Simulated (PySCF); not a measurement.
disilane (H₆Si₂), singlet, at a GFN2-xTB geometry, with bond 8-2 at 2.0 times its length. Base run: PySCF with PBE0/cc-pVDZ.

Geometry (Å):
```xyz
8

Si     0.0152    -0.0061     1.1525
Si    -0.0152     0.0061    -1.1525
H      0.0435     1.3449     1.7206
H     -1.1603    -0.6681     1.7259
H      1.1847    -0.7040     1.6947
H     -0.0142    -1.3451    -1.7210
H     -1.1995     0.6787    -1.6947
H      2.3068     1.3810    -2.2986
```
All else is at PySCF's defaults.
Base energy -582.17150 Eh.

The base run was repeated with changes; each row names its change, and settings that it needs were set with it.

```json
[
 {"change": "base", "ΔE vs base (mEh)": "0.000", "SCF cycles": "9", "outcome": "converged"},
 {"change": "solver = newton", "ΔE vs base (mEh)": "0.000", "SCF cycles": "-", "outcome": "converged"},
 {"change": "init_guess = vsap", "ΔE vs base (mEh)": "0.000", "SCF cycles": "12", "outcome": "converged"},
 {"change": "level_shift = 1.0 (with mf.max_cycle = 100)", "ΔE vs base (mEh)": "0.000", "SCF cycles": "65", "outcome": "converged"},
 {"change": "init_guess = 1e", "ΔE vs base (mEh)": "0.000", "SCF cycles": "12", "outcome": "converged"},
 {"change": "init_guess = mod_huckel", "ΔE vs base (mEh)": "0.000", "SCF cycles": "12", "outcome": "converged"},
 {"change": "diis = off; damp = 0.3 (with mf.diis_start_cycle = 200; with mf.max_cycle = 150)", "ΔE vs base (mEh)": "-", "SCF cycles": "150", "outcome": "not converged"},
 {"change": "level_shift = 0.5 (with mf.max_cycle = 100)", "ΔE vs base (mEh)": "0.000", "SCF cycles": "24", "outcome": "converged"},
 {"change": "damp = 0.5; diis_start_cycle = 5", "ΔE vs base (mEh)": "0.000", "SCF cycles": "14", "outcome": "converged"},
 {"change": "diis = off; damp = 0.6 (with mf.diis_start_cycle = 200; with mf.max_cycle = 150)", "ΔE vs base (mEh)": "0.000", "SCF cycles": "18", "outcome": "converged"},
 {"change": "init_guess = huckel", "ΔE vs base (mEh)": "0.000", "SCF cycles": "12", "outcome": "converged"},
 {"change": "diis_space = 4", "ΔE vs base (mEh)": "0.000", "SCF cycles": "9", "outcome": "converged"},
 {"change": "DIIS = ADIIS", "ΔE vs base (mEh)": "0.000", "SCF cycles": "15", "outcome": "converged"}
]
```
